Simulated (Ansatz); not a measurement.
`O=[CH][InH][SiH2]O` → `O=[CH][InH2]` + `O[SiH]` at 600 K and 1 bar (silylene formation by 1,1-elimination).

Calculated with Ansatz (gas phase, PBE0-D4/def2-TZVP geometries, no zero-point term in ΔE). CCSD(T)/CBS is the MP2 limit (def2-TZVPP, def2-QZVPP) plus CCSD(T) − MP2 in def2-TZVPP, frozen cores. This one scheme is used for every species. def2 core potentials past Kr. For In outer-core shells are correlated without core-valence functions, which leaves a few kJ/mol of doubt a bond. Each species was taken in one conformer, which may not be the lowest.

| species | CCSD(T)/CBS energy (Eh) | H − E (kJ/mol) | S (J/(mol·K)) |
| --- | --- | --- | --- |
| `O=[CH][InH][SiH2]O` | -670.29148 | 213.6 | 499.8 |
| `O=[CH][InH2]` | -304.76964 | 117.1 | 373.2 |
| `O[SiH]` | -365.43832 | 81.5 | 278.0 |

H − E and S are ideal-gas, rigid-rotor, harmonic terms from PBE0-D4/def2-TZVP, for one conformer and one mirror image of each species. 1 Eh = 2625.50 kJ/mol, R = 8.31446 J/(mol·K).

**Question.** By hand: ΔE, ΔH, ΔS and ΔG.

**Answer.** ΔE = (-304.76964) + (-365.43832) − (-670.29148) = 0.08352 Eh = 219.3 kJ/mol. Δ(H − E) = 117.1 + 81.5 − 213.6 = -15.0, so ΔH = 204.3 kJ/mol. ΔS = 373.2 + 278.0 − 499.8 = 151.4 J/(mol·K). ΔG = 204.3 − 600 × (151.4)/1000 = 113.5 kJ/mol.

**Question.** By hand: the equilibrium constant, and the temperature at which ΔG would vanish if ΔH and ΔS stayed fixed.

**Answer.** log₁₀ K = −ΔG/(RT ln 10) = -9.9. ΔG = 0 at ΔH/ΔS = 1349 K.

The number of gas molecules changes by +1, which sets the sign of ΔS. A doubt of 5 kJ/mol in ΔE shifts log₁₀ K by 0.4 here. Other conformers and mirror images would add mixing entropy, several J/(mol·K) or more a flexible species. Modes under 60 cm⁻¹, often nearly free rotors, make the harmonic entropy too high. These are equilibria of isolated gas molecules and say nothing of rates. Largest T1 diagnostic: 0.017 (customary marks: 0.02 for closed shells, 0.045 for open ones).
